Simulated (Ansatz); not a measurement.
Geometry optimisation, DFT PBE, scalar-relativistic, plane waves, PAW (Ansatz 0.2.0).

The input (input.yaml):

```yaml
crystal:
  lattice:
    - [5.451362, 0.0, 0.0]
    - [0.0, 5.451362, 0.0]
    - [0.0, 0.0, 5.451362]
  atoms:
    - { symbol: O, position: [0.8021989, 0.3967236, 0.7434525] }
    - { symbol: H, position: [0.9119338, 0.4842942, 0.6345595] }
    - { symbol: H, position: [0.8628029, 0.2297335, 0.7403658] }
    - { symbol: O, position: [0.32817, 0.221384, 0.1071947] }
    - { symbol: H, position: [0.4125125, 0.2932251, -0.0317054] }
    - { symbol: H, position: [0.3226065, 0.047934, 0.0690872] }
    - { symbol: O, position: [0.8396772, 0.678758, 0.2159194] }
    - { symbol: H, position: [0.8482857, 0.8053796, 0.0915774] }
    - { symbol: H, position: [0.8884589, 0.7617657, 0.3652449] }
    - { symbol: O, position: [0.4645839, 0.8359788, 0.7727565] }
    - { symbol: H, position: [0.4191295, 0.9584504, 0.6523296] }
    - { symbol: H, position: [0.4555692, 0.6825768, 0.6835679] }
    - { symbol: S, position: [0.2972618, 0.5969614, 0.3410022] }
    - { symbol: H, position: [0.1988484, 0.8195727, 0.374665] }
    - { symbol: H, position: [0.1471114, 0.5430856, 0.1541159] }
basis:
  ecutwfc: 420.0
kpoints:
  mp_grid: { grid: [1, 1, 1] }
hamiltonian:
  xc: pbe
scf:
  occupations: { method: fermi_dirac, width: 0.05 }
  lower_state_search: "off"
relax:
  f_tol: 0.3
  max_steps: 15
  adjacent_minimum: "off"
```

Launched with:

```bash
$ ansatz run input.yaml --threads 1 --pin off --max-ram 3072MiB --backend cpu --events-out ev --progress --plain --runs-dir out
```

Q: Where does it end, and by what steps?

A: The forces met the threshold. The threshold is loose, so the end isn't yet a minimum. Limits of this set-up: coarse k mesh. After 13 steps the energy has fallen by 2.699 eV; H9 moved furthest, 1.52 Å.

| step | energy less start (eV) | largest force component (eV/Å) | accepted |
| --- | --- | --- | --- |
| 0 | 0.0000 | 1.188 | yes |
| 1 | -0.6603 | 0.561 | yes |
| 2 | -1.1224 | 1.259 | yes |
| 3 | -1.4190 | 1.394 | yes |
| 4 | -1.6378 | 1.044 | yes |
| 5 | -1.7763 | 0.950 | yes |
| 6 | -1.8867 | 1.041 | yes |
| 7 | -1.9921 | 1.086 | yes |
| 8 | -2.0926 | 1.610 | yes |
| 9 | -2.2389 | 1.372 | yes |
| 10 | -2.4043 | 1.052 | yes |
| 11 | -2.5551 | 0.664 | yes |
| 12 | -2.6420 | 0.393 | yes |
| 13 | -2.6986 | 0.243 | yes |

```xyz
15
Lattice="5.4514 0.0000 0.0000 0.0000 5.4514 0.0000 0.0000 0.0000 5.4514" Properties=species:S:1:pos:R:3
O 4.460 2.007 4.038
H 5.109 2.309 3.352
H 5.040 1.505 4.652
O 1.033 0.487 0.054
H 1.580 1.248 0.339
H 1.653 -0.124 -0.414
O 4.250 4.860 1.301
H 3.775 4.756 0.446
H 5.089 5.303 1.034
O 3.010 4.401 4.234
H 3.473 4.885 3.520
H 3.376 3.480 4.190
S 1.186 2.883 1.862
H 1.646 4.098 2.240
H 0.017 3.453 1.393
```

The run took 11 s on 1 thread of INTEL(R) XEON(R) PLATINUM 8581C CPU @ 2.10GHz (Emerald Rapids), with other jobs on the host, peak memory 0.38 GiB.
